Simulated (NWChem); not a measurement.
System: BaO; SMILES [O]=[Ba]

Here is an NWChem input.

```
start job
memory heap 200 mb stack 900 mb global 1100 mb
geometry units angstroms noautosym nocenter noautoz
  Ba     0.000000     0.000000    -0.236356
  O      0.000000     0.000000     1.812817
end
basis spherical
  * library def2-svp
end
ecp
  Ba library def2-ecp
end
dft
  xc xpbe96 cpbe96
  iterations 150
  vectors input atomic output neutral.movecs
end
task dft energy
charge 1
dft
  odft
  mult 2
  vectors input atomic output cation.movecs
end
task dft energy
```

Geometry: optimised at PBE0/def2-SVP. def2 effective core potentials on Ba; no spin-orbit coupling.

Ions are spin-unrestricted doublets at the neutral geometry; other ion states weren't tried.

### Question
Predict the main results of this run. (PBE/def2-SVP with def2 effective core potentials on Ba, vertical spin-unrestricted ions.) Quantities: vertical ionisation energy, ΔSCF (eV); −ε(HOMO) (eV).

### Answer
vertical ionisation energy, ΔSCF (eV): 7.36
−ε(HOMO) (eV): 3.57
